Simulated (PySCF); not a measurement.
A side-by-side comparison of computed properties.

First species: C4H4FOP.
InChI=1S/C4H4FOP/c1-3-4(5)6-2-7-3/h2H,1H3

Second species: C5H8O3.
Z-matrix (Å and degrees, GFN2-xTB geometry), rows numbered from 1:
```
C 
C   1  1.5303
C   2  1.5069  1  110.07
O   3  1.1970  2  125.72  1  -126.61
C   2  1.5308  1  112.02  3  -123.15
O   5  1.4293  2  112.12  1   -63.68
C   6  1.3203  5  116.94  2   -76.61
O   7  1.1954  6  126.94  5     1.24
H   1  1.0871  2  110.60  3   -60.97
H   1  1.0880  2  110.35  3    59.48
H   1  1.0871  2  109.87  3   179.02
H   2  1.0973  1  109.05  3   116.66
H   3  1.1074  2  112.88  1    53.06
H   5  1.0910  2  110.66  1    53.90
H   5  1.0947  2  109.21  1   174.83
H   7  1.1034  6  108.66  5  -178.62
```

Levels: PBE0/def2-SVPD for dipole moment, HOMO energy, LUMO energy, HOMO–LUMO gap, static isotropic polarisability and electronic spatial extent ⟨r²⟩ about the centre of nuclear charge; TDDFT PBE0/def2-SVPD for lowest singlet excitation; TDA PBE0/def2-SVPD for lowest triplet excitation (Tamm–Dancoff); GFN2-xTB for rotational constant A and rotational constant C. Geometries: GFN2-xTB. All species are isolated and taken at one optimised geometry, non-relativistic unless stated; the electronic structure was computed with PySCF and density fitting.

The conformers computed, where there is a choice (atom-mapped SMILES and torsion angles):
- `[CH3:1][C@H:2]([CH:3]=[O:4])[CH2:5][O:6][CH:7]=[O:8]`: C1–C2–C3–O4 -127°, C1–C2–C5–O6 -64°, C2–C5–O6–C7 -77°, C5–O6–C7–O8 1°

Values for the first species:

- Dipole moment: 0.53 D
- HOMO energy: -6.91 eV
- LUMO energy: -1.14 eV
- HOMO–LUMO gap: 5.77 eV
- Lowest singlet excitation: 5.12 eV
- Lowest triplet excitation (Tamm–Dancoff): 3.13 eV
- Static isotropic polarisability: 71.5 au
- Electronic spatial extent ⟨r²⟩ about the centre of nuclear charge: 795 bohr²
- Rotational constant A: 3.251 GHz
- Rotational constant C: 1.400 GHz

Estimate the same properties for the second species, and the change in each.

| property | first | second | second less first |
| --- | --- | --- | --- |
| dipole moment | 0.53 D | 3.19 D | +2.66 D |
| HOMO energy | -6.91 eV | -7.74 eV | -0.83 eV |
| LUMO energy | -1.14 eV | -1.04 eV | +0.10 eV |
| HOMO–LUMO gap | 5.77 eV | 6.70 eV | +0.93 eV |
| lowest singlet excitation | 5.12 eV | 4.34 eV | -0.78 eV |
| lowest triplet excitation (Tamm–Dancoff) | 3.13 eV | 3.70 eV | +0.57 eV |
| static isotropic polarisability | 71.5 au | 69.2 au | -2.3 au |
| electronic spatial extent ⟨r²⟩ about the centre of nuclear charge | 795 bohr² | 1084 bohr² | +289 bohr² |
| rotational constant A | 3.251 GHz | 3.369 GHz | +0.118 GHz |
| rotational constant C | 1.400 GHz | 1.119 GHz | -0.281 GHz |

On the first: The 8 singlets span 5.12 to 7.13 eV, and their oscillator strengths add up to 0.31. In atomic units the dipole is 0.21 e·bohr (1 au = 2.5417 D).

On the second: The principal polarisabilities are 62.1, 67.6 and 77.8 au; their mean is the isotropic value.
